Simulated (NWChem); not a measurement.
System: C2H3ClOSi; SMILES C#C[Si@@H](O)Cl

Input file for NWChem:

```
start job
memory heap 200 mb stack 900 mb global 1100 mb
geometry units angstroms noautosym nocenter noautoz
  C      0.781220     2.608036    -0.232505
  C      0.299366     1.521431     0.028375
  Si    -0.450942    -0.096581     0.434009
  O     -1.857269    -0.320475    -0.395900
  Cl     0.940482    -1.542957    -0.055069
  H      1.211723     3.567528    -0.461444
  H     -0.779412    -0.209503     1.868545
  H     -1.843793    -0.157922    -1.344370
end
basis spherical
  * library 6-31g*
end
dft
  xc hfexch
  iterations 150
  mulliken
end
task dft energy
esp
  recalculate
  probe 0.07
  range 0.3
  factor 1.0
  spacing 0.02
end
task esp
```

Parts of the log:

```
             Northwest Computational Chemistry Package (NWChem) 7.3.0
             --------------------------------------------------------

                             Geometry "geometry" -> ""
                             -------------------------

 Output coordinates in angstroms (scale by  1.889725989 to convert to a.u.)

  No.       Tag          Charge          X              Y              Z
 ---- ---------------- ---------- -------------- -------------- --------------
    1 C                    6.0000     0.78122000     2.60803600    -0.23250500
    2 C                    6.0000     0.29936600     1.52143100     0.02837500
    3 Si                  14.0000    -0.45094200    -0.09658100     0.43400900
    4 O                    8.0000    -1.85726900    -0.32047500    -0.39590000
    5 Cl                  17.0000     0.94048200    -1.54295700    -0.05506900
    6 H                    1.0000     1.21172300     3.56752800    -0.46144400
    7 H                    1.0000    -0.77941200    -0.20950300     1.86854500
    8 H                    1.0000    -1.84379300    -0.15792200    -1.34437000

 Effective nuclear repulsion energy (a.u.)     253.5022155604

  xc_inp: hfexch multiplicative factor not found.

                                 NWChem DFT Module
                                 -----------------

 Summary of "ao basis" -> "ao basis" (spherical)
 ------------------------------------------------------------------------------
       Tag                 Description            Shells   Functions and Types
 ---------------- ------------------------------  ------  ---------------------
 C                           6-31g*                  6       14   3s2p1d
 Si                          6-31g*                  8       18   4s3p1d
 O                           6-31g*                  6       14   3s2p1d
 Cl                          6-31g*                  8       18   4s3p1d
 H                           6-31g*                  2        2   2s

            General Information
            -------------------
          SCF calculation type: DFT
          Wavefunction type:  closed shell.
          No. of atoms     :     8
          No. of electrons :    54
           Alpha electrons :    27
            Beta electrons :    27
          Charge           :     0
          Spin multiplicity:     1
          Use of symmetry is: off; symmetry adaption is: off
          Maximum number of iterations: 150
          AO basis - number of functions:    84
                     number of shells:    40
          Convergence on energy requested:  1.00D-06
          Convergence on density requested:  1.00D-05
          Convergence on gradient requested:  5.00D-04

              XC Information
              --------------
                     Hartree-Fock (Exact) Exchange  1.000

      Superposition of Atomic Density Guess
      -------------------------------------

 Sum of atomic energies:        -899.83744838

      Non-variational initial energy
      ------------------------------

 Total energy =    -901.601225
 1-e energy   =   -1745.470354
 2-e energy   =     590.366914
 HOMO         =      -0.346064
 LUMO         =       0.012397

     ---------------------------------------------
      Total Density - Mulliken Population Analysis
     ---------------------------------------------

    Atom       Charge   Shell Charges
 -----------   ------   -------------------------------------------------------
    1 C    6     6.12   2.00  0.75  1.80  0.62  0.91  0.03
    2 C    6     6.36   2.00  0.75  1.93  0.76  0.89  0.02
    3 Si  14    12.88   2.00  2.00  5.97  0.86  1.32  0.20  0.30  0.23
    4 O    8     9.01   2.00  0.93  3.14  0.90  2.03  0.01
    5 Cl  17    17.42   2.00  2.00  5.98  1.38  3.71  0.57  1.78  0.01
    6 H    1     0.72   0.42  0.30
    7 H    1     1.05   0.47  0.58
    8 H    1     0.44   0.35  0.09

[...]

                     NWChem Electrostatic Potential Fit Module
                     -----------------------------------------

 Atom parameters

 Number of atoms is                                    8
 Number of basis functions is                         84

 Grid parameters

 Maximum number of grid points is                  38733
 Number of grid points is                          38732
 Grid range                                     0.300000 nm
 Grid spacing                                   0.020000 nm
 Probe radius                                   0.070000 nm
 Atom radius factor                             1.000000

 Atomic radii

    1    0.100000
    6    0.147000
    8    0.136000
   14    0.187000
   17    0.169000
 FASTESP  F
  using M.O. file = ./job.movecs

    Atom              Coordinates                           Charge

                                                  ESP

    1 C     0.078122    0.260804   -0.023251   -0.223248
    2 C     0.029937    0.152143    0.002838   -0.330735
    3 Si   -0.045094   -0.009658    0.043401    1.071603
    4 O    -0.185727   -0.032048   -0.039590   -0.772764
    5 Cl    0.094048   -0.154296   -0.005507   -0.336213
    6 H     0.121172    0.356753   -0.046144    0.283841
    7 H    -0.077941   -0.020950    0.186855   -0.149995
    8 H    -0.184379   -0.015792   -0.134437    0.457510
                                            ------------
                                                0.000000

 Dipole moment                                  1.101643

 Quadrupole moment Qxx                         -9.349087
                   Qyy                          3.234739
                   Qzz                          6.114348

 RMS deviation kJ/mol                           0.063721

 RRMS %                                        24.995888
```

Level: Hartree-Fock/6-31G* (spherical d). Coordinates come from a PBE0/def2-SVP optimisation.
